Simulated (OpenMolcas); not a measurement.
## 4s² 4p³ along the 33-electron sequence

- Program: OpenMolcas
- Method: SS-RASPT2, IPEA 0.25 Eh, imaginary shift 0.1 Eh
- Basis: ANO-RCC-VTZP
- Scalar Hamiltonian: DKH2, point nucleus
- Spin-orbit coupling: RASSI with atomic mean-field integrals over the reference wave functions, term energies averaged over their components

Active space for each ion: 5 electrons in 9 orbitals (RAS2 4s 4p; RAS3 4d, at most 2 electrons); closed shells correlated by CASPT2: 3d.

Computed levels in cm-1 above ⁴S°_3/2:

| Level | As | Se+ | Br2+ | Kr3+ |
| --- | --- | --- | --- | --- |
| ²D°_3/2 | 11480 | 14160 | 16500 | 18460 |
| ²D°_5/2 | 11710 | 14620 | 17340 | 19790 |
| ²P°_1/2 | 19390 | 24340 | 28710 | 32710 |
| ²P°_3/2 | 19660 | 24920 | 29800 | 34480 |
| weight of ⁴S° in the lowest level (%) | 100 | 99 | 99 | 98 |

Measured, with the error of the calculation in %. Measured levels: As, Se+ from NIST Handbook of Basic Atomic Spectroscopic Data; Br2+ from Moore, Atomic Energy Levels, vol. II, NSRDS-NBS 35 (1971 reprint of NBS Circular 467, 1952); Kr3+ from Saloman, J. Phys. Chem. Ref. Data 36, 215 (2007).

```tsv
Level	As	Se+	Br2+	Kr3+
²D°_3/2	10593 (+8.4)	13168 (+7.5)		17038 (+8.3)
²D°_5/2	10915 (+7.2)	13784 (+6.0)		18700 (+5.8)
²P°_1/2	18186 (+6.6)	23038 (+5.7)	26915 (+6.7)	31056 (+5.3)
²P°_3/2	18648 (+5.4)	23895 (+4.3)	28579 (+4.3)	33406 (+3.2)
```

²D°_3/2 changes by a factor of 1.61 over the same range, with steps per unit of Z of +2680, +2340, +1960 cm-1.

Over all roots computed the reference weight is 0.93 to 0.99 in Br2+; the roots of lowest weight are the least certain, and an intruder state may touch them. Some high roots are left out of the spin-orbit mixing, which shifts the levels that they would mix with (holds for As). Active for correlation alone: 4d; no level in the range computed is led by a configuration that fills it, so any true level of that kind is missing (holds for As). The run also gave levels led by 4s² 4p² 4d, which use shells meant for correlation; these and all levels above them are left out (holds for Se+; Br2+; Kr3+). Computed and measured levels are paired by configuration, term and J; levels that our copy of the source lacks, or whose pairing is in doubt (as where it misses far off the trend of its configuration), stay unpaired and out of the deviations. Only configurations of the active space appear.

° marks odd parity.
